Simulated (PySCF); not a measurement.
SCF from a fresh guess for triplet NiCl₂, at the B3LYP minimum. PySCF input:

```python
from pyscf import gto, scf, dft
mol = gto.M(atom='''
Ni     0.000000    -0.000000     0.000000
Cl     2.089588     0.000000     0.000000
Cl    -2.089588    -0.000000     0.000000''',
    basis={'Ni': 'def2-SVP', 'Cl': 'def2-SVP'},
    charge=0, spin=2)
mf = dft.UKS(mol, xc='B3LYP')
mf.grids.atom_grid = (50, 194)
aux = {'Ni': 'def2-universal-JKFIT', 'Cl': 'def2-universal-JKFIT'}
mf = mf.density_fit(auxbasis=aux)
mf.conv_tol = 1e-08
mf.diis_space = 10
mf.max_cycle = 60
mf.init_guess = 'minao'
mf.verbose = 4
mf.kernel()
```

Excerpt of the output (cycles alone):

```
init E= -2427.54834236572
cycle= 1 E= -2411.08602397156  delta_E= 16.5  |g|= 3.58  |ddm|= 8.99
cycle= 2 E= -2394.68071199418  delta_E= 16.4  |g|= 5.01  |ddm|= 9.09
cycle= 3 E= -2423.75403940707  delta_E= -29.1  |g|= 3.07  |ddm|= 7.54
cycle= 4 E= -2426.11988799401  delta_E= -2.37  |g|= 2.31  |ddm|= 1.71
cycle= 5 E= -2425.77321702839  delta_E= 0.347  |g|= 2.51  |ddm|= 0.737
cycle= 6 E= -2425.55530750978  delta_E= 0.218  |g|= 2.61  |ddm|= 0.208
cycle= 7 E= -2425.56894065228  delta_E= -0.0136  |g|=  2.6  |ddm|= 0.053
cycle= 8 E= -2425.53980826834  delta_E= 0.0291  |g|= 2.61  |ddm|= 0.0772
cycle= 9 E= -2426.01983823142  delta_E= -0.48  |g|= 2.42  |ddm|= 0.389
cycle= 10 E= -2427.05790399384  delta_E= -1.04  |g|= 1.81  |ddm|= 0.515
cycle= 11 E= -2427.68728394792  delta_E= -0.629  |g|= 1.31  |ddm|= 0.538
cycle= 12 E= -2427.89036148844  delta_E= -0.203  |g|= 1.24  |ddm|= 1.49
cycle= 13 E= -2428.29132210476  delta_E= -0.401  |g|= 0.466  |ddm|= 0.495
... 25 lines left out ...
cycle= 39 E= -2428.37382498532  delta_E= -1.26e-06  |g|= 0.000935  |ddm|= 0.0174
cycle= 40 E= -2428.37382523962  delta_E= -2.54e-07  |g|= 0.000512  |ddm|= 0.00843
cycle= 41 E= -2428.37382489661  delta_E= 3.43e-07  |g|= 0.00136  |ddm|= 0.0622
cycle= 42 E= -2428.37382532676  delta_E= -4.3e-07  |g|= 0.0011  |ddm|= 0.00323
cycle= 43 E= -2428.37382615623  delta_E= -8.29e-07  |g|= 0.00026  |ddm|= 0.012
cycle= 44 E= -2428.37382610523  delta_E= 5.1e-08  |g|= 0.000392  |ddm|= 0.00544
cycle= 45 E= -2428.3738262148  delta_E= -1.1e-07  |g|= 7.3e-06  |ddm|= 0.00638
cycle= 46 E= -2428.37382621371  delta_E= 1.09e-09  |g|= 4.7e-05  |ddm|= 0.000239
Extra cycle  E= -2428.37382620853  delta_E= 5.18e-09  |g|= 0.000135  |ddm|= 0.000141
converged SCF energy = -2428.37382620853  <S^2> = 2.0036928  2S+1 = 3.0024608
```

This is not the lowest solution: another start and a stability analysis within the same unrestricted form found one 16.4 kJ/mol lower, at -2428.38006 Eh.

With open d or f shells other occupations or spin states may lie lower.

The search for the lowest solution, 3 starts and the stability check together, took 29 s on 2 threads of a shared Arm Neoverse N1 host, with 67 basis functions; the process peaked at 0.33 GiB. Launch command: `OMP_NUM_THREADS=2 python axn.py task.json out`.
